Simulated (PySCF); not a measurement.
# Relaxation of doublet Se(OH)3

Computed with PySCF, UB3LYP, basis Se def2-SVP, O def2-SVP, H def2-SVP (no relativity, density fitting). A (50,194) grid was used.

A hand-made T-shaped (heavy-atom frame) start, with no symmetry imposed:

Coordinates in bohr (charge 0 multiplicity 2):
```
Se    0.0107    0.0000   -0.4796
O     0.0107    0.0000    2.9030
O     3.3912    0.0000   -0.3615
O    -3.3698    0.0000   -0.3615
H    -1.3790    0.0000    4.0692
H     4.5566   -1.3897   -0.3208
H    -4.5352    1.3897   -0.3208
```

Optimiser trace:
```json
{"step": "0", "E − E(last) (kJ/mol)": "111.66", "largest gradient (Eh/bohr)": "0.04631"}
{"step": "2", "E − E(last) (kJ/mol)": "55.22", "largest gradient (Eh/bohr)": "0.04449"}
{"step": "4", "E − E(last) (kJ/mol)": "30.91", "largest gradient (Eh/bohr)": "0.01284"}
{"step": "6", "E − E(last) (kJ/mol)": "18.89", "largest gradient (Eh/bohr)": "0.02657"}
{"step": "8", "E − E(last) (kJ/mol)": "11.16", "largest gradient (Eh/bohr)": "0.00815"}
{"step": "10", "E − E(last) (kJ/mol)": "6.45", "largest gradient (Eh/bohr)": "0.00760"}
{"step": "12", "E − E(last) (kJ/mol)": "3.30", "largest gradient (Eh/bohr)": "0.00429"}
{"step": "14", "E − E(last) (kJ/mol)": "1.60", "largest gradient (Eh/bohr)": "0.00379"}
{"step": "16", "E − E(last) (kJ/mol)": "0.86", "largest gradient (Eh/bohr)": "0.00445"}
{"step": "18", "E − E(last) (kJ/mol)": "0.45", "largest gradient (Eh/bohr)": "0.00157"}
{"step": "20", "E − E(last) (kJ/mol)": "0.18", "largest gradient (Eh/bohr)": "0.00237"}
{"step": "22", "E − E(last) (kJ/mol)": "0.04", "largest gradient (Eh/bohr)": "0.00089"}
{"step": "24", "E − E(last) (kJ/mol)": "0.01", "largest gradient (Eh/bohr)": "0.00112"}
{"step": "26", "E − E(last) (kJ/mol)": "0.00", "largest gradient (Eh/bohr)": "0.00013"}
```

It ends at C1 with O–H 0.969 Å, O–H 0.973 Å, O–H 0.977 Å, Se–O 1.796 Å, Se–O 1.863 Å, Se–O 1.940 Å; H–O–Se 103.4°, H–O–Se 110.0°, H–O–Se 110.4°, O–Se–O 81.1°, O–Se–O 86.3°, O–Se–O 163.2° (after a last refinement on a finer grid). A frequency run shows a minimum. Other isomers or separated fragments may lie lower.

The relaxation took roughly 5 core-minutes on a shared host.
